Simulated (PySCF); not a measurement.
Ga(H)2(Et) (C₂H₇Ga), SMILES C[CH2][GaH2].

Coordinates come from a B3LYP-D3(BJ)/def2-SVP optimisation. The structure was generated by enumeration; whether it is a known compound was not checked.

Two levels are set side by side: TDDFT-PBE/def2-SVPD (PySCF) and TDDFT-PBE0/def2-SVPD (PySCF). Vertical, same geometry. The lowest singlet is HOMO→LUMO 100 % with PBE and HOMO→LUMO 100 % with the other functional; states are paired by order. Differences are taken from unrounded values.

| quantity | TDDFT-PBE |
|---|---|
| lowest singlet excitation (eV) | 4.22 |
| lowest triplet excitation (TDA) (eV) | 3.92 |
| first bright state (f over 0.05) (eV) | 6.91 |
| its oscillator strength | 0.20 |

Problem. These are the TDDFT-PBE values. What does TDDFT-PBE0 give? (Estimate from the structure and the level; the computed values follow.)

Solution. 
```
quantity                               TDDFT-PBE0  TDDFT-PBE minus TDDFT-PBE0
-------------------------------------  ----------  --------------------------
lowest singlet excitation (eV)               4.67                       -0.45
lowest triplet excitation (TDA) (eV)         4.32                       -0.41
first bright state (f over 0.05) (eV)        7.55                       -0.64
its oscillator strength                      0.23                       -0.03
```

Functionals without exact exchange tend to place singlet excitations lower, as here. Differences between two approximate levels are no errors against the true value.

Rough cost on one machine, each run with all the roots and properties that it gave: TDDFT-PBE0 against TDDFT-PBE about 3 times.
